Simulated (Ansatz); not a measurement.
Two isomers of CH7BN2O: A = `NBOCN`, B = `CNB(N)O`.

Program: Ansatz. Geometries: PBE0-D4/def2-TZVP. ΔE: electronic, gas phase. CCSD(T)/CBS is the MP2 limit (def2-TZVPP, def2-QZVPP) plus CCSD(T) − MP2 in def2-TZVPP, frozen cores. Functionals use def2-TZVPP. B3LYP here is the variant with VWN-RPA as its local correlation; programs differ in this. Each species was taken in one conformer, which may not be the lowest.

Which isomer does CCSD(T)/CBS put lower? Give the gap. (An estimate is asked.)

Ansatz gave: B, by 33.8 kcal/mol.

Give E(B) − E(A) in kcal/mol with MP2/def2-TZVPP, ωB97M-V, B3LYP, HF/def2-TZVPP, B2PLYP, B3LYP-D4, CCSD(T)/def2-TZVPP. (Estimate.)

The calculation gave: MP2/def2-TZVPP -34.5, ωB97M-V -33.1, B3LYP -32.3, HF/def2-TZVPP -32.5, B2PLYP -32.9, B3LYP-D4 -32.8, CCSD(T)/def2-TZVPP -33.0. None reverses the order clearly.

Largest T1 diagnostic: 0.012.

From PBE to PBE0 (25 % exact exchange), in def2-TZVPP and without D4, E(B) − E(A) moves by −1.3 kcal/mol.
